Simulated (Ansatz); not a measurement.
Li₆H₅⁺, relaxed as a singlet with RKS r2SCAN-D4/def2-TZVP in Ansatz, starting from the GFN1-xTB geometry. Force threshold 0.02 eV/Å.

The structure comes from a short search, and lower isomers may exist.

Start:

```xyz
11

Li   -0.300    0.028    1.595
Li   -1.764    1.487   -0.481
Li   -1.595   -1.203   -0.930
Li    1.155   -1.485    0.469
Li    1.758    0.890    0.604
Li    0.212    0.501   -1.412
H    -0.215    1.497    0.412
H    -0.749   -1.441    0.535
H     1.613   -0.273   -0.866
H    -1.563    0.314   -1.790
H     1.446   -0.316    1.863
```

Task: Estimate the energy that the relaxation releases and the steps that it takes.

Result: 9.2 kcal/mol, in 8 steps; 8 s on 4 threads of Arm Neoverse V2 on a shared host. No frequencies were taken in this run, so the end may be a saddle point.

Task: Does the start keep its bonding?

Result: By distances, no bond broke or formed. The bond that changes most is Li4–H8, from 1.91 to 2.04 Å (atoms count from 1). A close non-bonded pair moves further: Li6–H8, from 2.91 to 1.99 Å. The end is the same structure that another start reached, the lowest one found.

Task: Predict the relaxed structure.

Result: 
```xyz
11

Li   -0.364   -0.085    1.581
Li   -1.628    1.866   -0.673
Li   -1.995   -1.320   -0.930
Li    1.479   -1.491    0.461
Li    1.771    1.027    0.659
Li    0.096    0.077   -1.118
H    -0.218    1.383    0.350
H    -0.531   -1.336    0.133
H     1.784   -0.148   -0.727
H    -1.737    0.325   -1.551
H     1.342   -0.298    1.816
```
Bond lengths (bridged metal pairs left out): 1 × Li–Li 2.74 Å; 11 × H–Li 1.73 to 1.90 Å.
